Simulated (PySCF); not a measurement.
System: sum formula SiNH₄ (charge -1, singlet). It need not be the lowest isomer of its formula. Whether it binds its extra electron was not tested at this geometry. SMILES: [SiH2-]N
Structure (B3LYP-D3(BJ)/def2-TZVP (Ansatz) minimum search):
```
N
H 1 1.0128
H 1 1.0150 2 107.14
Si 1 1.8446 2 110.95 3 127.31
H 4 1.5459 1 97.28 2 172.72
H 4 1.5628 5 92.10 1 -102.09
```
Charge -1, spin multiplicity 1.

Dispersion corrections to the total energy (kcal/mol) from the dftd3 and dftd4 libraries through PySCF: D3(BJ) without and D4 with the three-body term, each with the damping fitted for the functional named.

```
functional  D3(BJ)     D4
----------  ------  -----
BHLYP        -2.80  -2.98
BP86           ___  -3.31
revPBE       -5.18    ___
B3LYP        -3.53  -4.16
BLYP         -4.33  -5.87
TPSSh        -2.25  -3.12
PW6B95         ___  -2.37
```

Q: Complete the blanks.

A: 
- BP86, D3(BJ): -3.14
- revPBE, D4: -8.89
- PW6B95, D3(BJ): -0.96
